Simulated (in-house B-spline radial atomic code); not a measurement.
Ionising neutral manganese with different functionals

Computed with a B-spline radial code for spherical atoms: four-component Dirac-Coulomb Hamiltonian, Fermi nucleus of rms radius 3.7057 fm, spin-restricted, spherical fractional occupations for the functionals, and exact exchange of hybrids averaged over the configuration. The ionisation energy is the difference of two self-consistent energies, [Ar] 3d5 4s2 → [Ar] 3d5 4s1, without Breit or QED terms; ε is the level of the shell that loses the electron (mean over j).

```csv
method,rung,ΔSCF (eV),-ε(4s) (eV)
B3LYP,global hybrid,8.29,5.68
BHandHLYP,global hybrid,7.79,6.29
CAM-B3LYP,range-separated hybrid,?,?
HSE06,range-separated hybrid,?,?
```

(1) What does CAM-B3LYP give?

(2) What does HSE06 give?

(3) Among the functionals, which spreads more, the ΔSCF values or the orbital energies?

(4) How do they compare with the NIST value?

## Answers

(1) ΔSCF 8.13 eV, and -ε(4s) = 6.85 eV.

(2) ΔSCF 8.18 eV, and -ε(4s) = 5.42 eV.

(3) The orbital energies: ΔSCF values span about 0.50 eV and the orbital energies 1.43 eV.

(4) NIST lists 7.434 eV (measured, ground level to ground level). Errors run from +0.36 to +0.86 eV; BHandHLYP is closest (+0.36 eV), but part of that can be cancellation, since the calculations leave out Breit-QED terms, spin polarisation, the choice among j levels, multiplet and fine-structure energies.
